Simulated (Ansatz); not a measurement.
Basis sets compared for Zn3 (the lowest singlet isomer of a short search). Total charge 0; singlet. Geometry PBE0/def2-TZVP. Ansatz on 4 threads of AMD EPYC 9B45 on a shared host; times are rough, and most runs start from earlier orbitals.

```csv
atom,x (Å),y (Å),z (Å)
Zn1,-1.484,0.412,0.730
Zn2,1.387,0.944,0.299
Zn3,0.097,-1.356,-1.029
```

The 6-31G sets use Cartesian d functions. The structure comes from a short search, and lower isomers may exist.

Binding counts from free atoms (Zn singlet) in the same basis, without a counterpoise term.

```csv
level,functions,energy (Eh),HOMO (eV),LUMO (eV),binding per atom (eV),wall time
HF/STO-3G,54,-5271.7881,-4.06,3.05,–,0.8 s
HF/6-31G,87,-5332.4356,-6.72,0.46,-0.12,0.35 s
HF/def2-TZVP,144,-5333.3996,-6.94,0.42,-0.20,0.85 s
PBE/def2-SVP,93,-5336.5817,-4.98,-1.49,0.18,0.3 s
PBE/def2-TZVP,144,-5337.4026,-5.29,-2.36,0.12,0.45 s
r2SCAN/def2-TZVP (with forces),144,-5338.1368,-5.48,-2.25,0.13,1.1 s
PBE0/def2-SVP,93,-5336.6570,-5.63,-0.88,0.13,0.6 s
PBE0/def2-TZVP,144,-5337.4429,-5.88,-1.74,0.09,0.85 s
```

Problem. Estimate the rows for PBE/def2-TZVPD, r2SCAN/def2-TZVPD, PBE0/def2-TZVPD.

Solution. 
| level | functions | energy (Eh) | HOMO (eV) | LUMO (eV) | binding per atom (eV) | wall time |
| --- | --- | --- | --- | --- | --- | --- |
| PBE/def2-TZVPD | 153 | -5337.4027 | -5.29 | -2.37 | 0.12 | 0.8 s |
| r2SCAN/def2-TZVPD | 153 | -5338.1369 | -5.48 | -2.25 | 0.13 | 1.2 s |
| PBE0/def2-TZVPD | 153 | -5337.4430 | -5.88 | -1.76 | 0.09 | 1.9 s |
